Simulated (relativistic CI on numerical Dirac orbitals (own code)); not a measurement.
**Al6+: from the plainest model towards the measured levels**

Calculated with a relativistic CI code on KLI orbitals (one set per configuration, finite nucleus), adding one ingredient at a time: step 1, Dirac-Coulomb, each configuration alone; step 2, with Breit and QED terms; step 3, with configuration mixing; step 4, with scaled Slater integrals (0.9); step 5, with a P86 correlation estimate; step 6, tied to the ionisation limit. P86 is a density functional for the correlation energy, evaluated here for each configuration and added to its levels. Step 6 is semi-empirical: configurations made of the next ion and one excited electron move by -2528 cm⁻¹, so that their limit matches the tabulated ionisation energy, and those with a non-penetrating f or g electron also take the P86 value of the least penetrating other one.

CI space (outside the closed core 1s2): 2s²2p³, 2s2p⁴, 2p⁵, 2s²2p²3s, 2s²2p²3d, 2s2p³3s, 2s²2p²4s, 2s²2p²4d, 2s²2p²5s, 2s²2p²5d, 2s²2p²3p, 2p⁴3s, 2p⁴3p, 2p⁴3d, 2s2p³3p, 2s²2p²4p.

Computed minus measured energy above the ground level, in cm⁻¹, for 14 of the 35 excited levels that pair in every step (one J of a term; a digit in brackets numbers repeated terms):

```csv
Configuration,Term,J,Measured,Step 1,Step 2,Step 3,Step 4,Step 5,Step 6
2s²2p³,2D°,3/2,62313,3431,3527,4434,-2166,-2171,-2170
2s²2p³,2P°,1/2,94603,15326,15455,508,-7448,-7392,-7392
2s2p⁴,4P,5/2,280200,48,-193,-2565,766,2493,2489
2s2p⁴,2D,5/2,385860,11427,11121,6159,-1466,271,263
2p⁵,2P°,3/2,735750,11760,11440,27743,18248,21430,21431
2s²2p²3s,4P,1/2,1147200,4296,4321,-7991,-9271,-2867,-5343
2s²2p²3s,2P,1/2,1163940,4895,4876,-5766,-9035,-2640,-5124
2s²2p²3d,2P,1/2,1318010,6026,5498,-2457,-4527,2082,-397
2s2p³3s,4S°,3/2,1322150,-22489,-23010,-10092,-4576,3444,3186
2s²2p²3d,2F,5/2,1324930,5692,5426,-3748,-6656,-43,-2530
2s²2p²4d,2P,3/2,1600400,974,637,2527,-1743,4913,2402
2s²2p²4d,2F,5/2,1605150,1000,795,2713,-2059,4589,2066
2s²2p²5s,4P,5/2,1702100,-1863,-2384,-372,-4752,2938,422
2s²2p²5d,2F,5/2,1731450,-682,-886,1364,-3218,4101,1574
```

Mean absolute errors in cm⁻¹, over all paired levels and for the configurations:

```csv
"Configuration, levels",Step 1,Step 2,Step 3,Step 4,Step 5,Step 6
"all, 35",6937,6796,6149,5966,4382,4528
"2s²2p³, 4",9442,9471,2488,4775,4749,4749
"2s2p⁴, 8",8759,8691,6390,2936,2631,2630
"2p⁵, 2",11913,11467,27730,18242,21425,21425
"2s²2p²3s, 6",8315,8166,7574,10793,4377,6846
"2s²2p²3d, 6",4795,4355,3975,6757,838,2624
"2s2p³3s, 1",22489,23010,10092,4576,3444,3186
"2s²2p²4d, 5",1473,1098,3200,1773,4880,2362
"2s²2p²5s, 1",1863,2384,372,4752,2938,422
"2s²2p²5d, 2",387,757,1458,3116,4203,1676
```

Measured levels: NIST levels in Kelleher and Podobedova, J. Phys. Chem. Ref. Data 37, 709 (2008); Martin and Zalubas, J. Phys. Chem. Ref. Data 8, 817 (1979).

Problem. What does each ingredient do to the ground and the excited configurations, and where is the model closest to experiment?

Solution. Terms of the ground configuration are off by 9442 at first, 2488 with mixing and 4775 after scaling, which overcorrects here, since the mixing already narrows the term splittings. Mixing lowers the ground level by 1349; relative to it the configurations that move most are 2p⁵ by +16263, 2s²2p²3s by -15741, 2s2p³3s by +12918. The P86 estimate moves 2s2p³3s by +8020, 2s²2p²5s by +7690, 2s²2p²5d by +7319, and takes the mean absolute error of the excited configurations from 6119 to 4335. Step 6 takes that error from 4335 to 4499; the error more than halves for 2s²2p²4d, 2s²2p²5s, 2s²2p²5d; it grows for 2s²2p²3s, 2s²2p²3d. The shift fits the limit, so it does little for low levels whose errors differ from those near the limit. The mean absolute error is lowest at step 5 (4382 cm⁻¹), and the largest single drop is from step 4 to 5 (5966 to 4382).
